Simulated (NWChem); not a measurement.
# ZnGeH3I; SMILES [I][Zn][GeH3]

Results from NWChem. Geometry: optimised at PBE0/def2-SVP. Not confirmed as a minimum by frequencies. def2 effective core potentials on I; no spin-orbit coupling. Vertical excitations in the gas phase; the lowest state need not have the same character in each row.

For level Hartree-Fock/def2-SVP, CIS:

| Quantity | Value |
|---|---|
| lowest excitation, singlet (eV) | 6.62 |
| orbital gap (eV) | 11.69 |

Question: Estimate the same quantities for level PBE/def2-SVP, TDA.

Answer: The lowest excitation, singlet (eV) is 4.77. The orbital gap (eV) comes out as 4.62.
